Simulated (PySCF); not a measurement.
PBE on Tl⁻ (thallium, charge -1), [Xe] 4f14 5d10 6s2 6p2, high-spin 3P determinant. All numbers are calculated (PySCF 2.14, the spin-free X2C one-electron Hamiltonian (Gaussian nucleus), in aug-cc-pVTZ-DK3 (9s8p6d3f, 84 functions)).

```
cycle= 1 E= -20247.8682031032  delta_E= -0.016  |g|= 0.0484  |ddm|= 0.529
cycle= 2 E= -20247.8679956074  delta_E= 0.000207  |g|= 0.0527  |ddm|= 0.118
cycle= 3 E= -20247.8688552261  delta_E= -0.00086  |g|= 0.00729  |ddm|= 0.0847
cycle= 4 E= -20247.8689557431  delta_E= -0.000101  |g|= 0.000622  |ddm|= 0.0422
cycle= 5 E= -20247.8689569171  delta_E= -1.17e-06  |g|= 2.46e-05  |ddm|= 0.00502
cycle= 6 E= -20247.8689569189  delta_E= -1.8e-09  |g|= 3.63e-06  |ddm|= 0.000313
cycle= 7 E= -20247.8689569189  delta_E= -3.27e-11  |g|= 2.72e-07  |ddm|= 6.67e-05
converged SCF energy = -20247.8689569189  <S^2> = 2.0011366  2S+1 = 3.0007577
```

Highest occupied orbital energy: 1.174 eV; ⟨L²⟩ = 2.00; populations by l: s 12.00, p 26.00, d 30.00, f 14.00.

Problem. Can this result be used?

Solution. With care. The calculation finished and met its thresholds. Spin-orbit coupling is strong in this species (close to jj coupling), so the high-spin LS determinant is a model state, not a physical level. At PBE the highest occupied level has a positive energy, so only the finite basis holds that electron; in a semilocal or global hybrid functional this comes from self-interaction and does not mean that the real anion is unbound.
